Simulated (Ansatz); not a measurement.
Harmonic frequencies (cm⁻¹) at PBE0-D4/def2-TZVP from Ansatz: 29, 150, 194, 319, 517, 534, 555, 598, 1038, 1091, 1297, 1364, 1820, 1839, 3049.

(1) Which molecule is it?
A. `F[CH](F)[InH2]`
B. `F[CH2][InH][F]`
C. `[F][GeH2][GaH2]`
D. `[CH3][In]([F])[F]`

## Answers

(1) A.
